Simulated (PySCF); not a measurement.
In(vinyl)3, C6H9In.
SMILES: `[CH]([In]([CH]=C)[CH]=C)=C`

A linear-response calculation (PySCF, def2-SVPD basis, gas phase, vertical, core orbitals frozen in the response) gave these numbers; the functional is withheld.

Orbital energies (eV): HOMO-3 -9.12, HOMO-2 -9.09, HOMO-1 -8.67, HOMO -8.61, LUMO -0.72, LUMO+1 0.57, LUMO+2 0.99.

| state | E (eV) | f | main configurations (H = HOMO, L = LUMO) |
| --- | --- | --- | --- |
| S1 | 4.58 | 0.0001 | H→L (81%), H-1→L (13%) |
| S2 | 4.61 | 0.0009 | H-1→L (80%), H→L (13%) |
| S3 | 5.70 | 0.061 | H-3→L (75%), H-2→L (18%) |
| S4 | 5.76 | 0.271 | H-2→L (78%), H-3→L (19%) |
| S5 | 5.92 | 0.0042 | H→L+2 (59%), H-1→L+3 (21%) |
| S6 | 6.12 | 0.013 | H-4→L (98%) |

Triplets (Tamm–Dancoff): T1 4.04 eV, H-2→L (31%), H-4→L+3 (19%), H-3→L (15%); T2 4.05 eV, H-3→L (18%), H-1→L (18%), H-4→L+2 (14%); T3 4.14 eV, H-4→L (37%), H-3→L+2 (13%), H-2→L+2 (12%); T4 4.27 eV, H→L (70%), H-1→L (11%).

Vertical ionisation energy by ΔSCF with the same functional: 9.22 eV. Mean static polarisability: 109.7 au.

**Question.** Which of these was used?
A. HF
B. B3LYP
C. CAM-B3LYP
D. PBE

**Answer.** C. CAM-B3LYP is range-separated, 19% exact exchange at short range and 65% at long range (ω = 0.33 bohr⁻¹). In this run −ε(HOMO) = 8.61 eV differs from the ΔSCF value by -0.61 eV, and S1 differs from the orbital gap of 7.89 eV by -3.31 eV. The ratio −ε(HOMO)/IP is 0.93. Usual ranges for neutral molecules in this basis: 0.85 to 0.93 with CAM-B3LYP, 0.5 to 0.7 with PBE, 0.67 to 0.83 with B3LYP; Hartree–Fock can't fall below 1, since the ion's relaxation only lowers the ΔSCF value.

Computed with TDDFT CAM-B3LYP/def2-SVPD, vertical, gas phase, core orbitals frozen in the response, def2 core potentials past Kr in PySCF 2.14.0, density-fitted response routines. One conformer (not necessarily the lowest) at the PBE0-D3(BJ)/def2-SVP geometry, without solvent, vibrations or thermal averaging. Spin–orbit coupling is left out.

On one thread, Intel Xeon at 2.50 GHz (x86_64), shared host with 64 logical CPUs at a one-minute load of 61, this took 13 min (with the writing of density and orbital grids) and 1.3 GiB of memory at its peak.
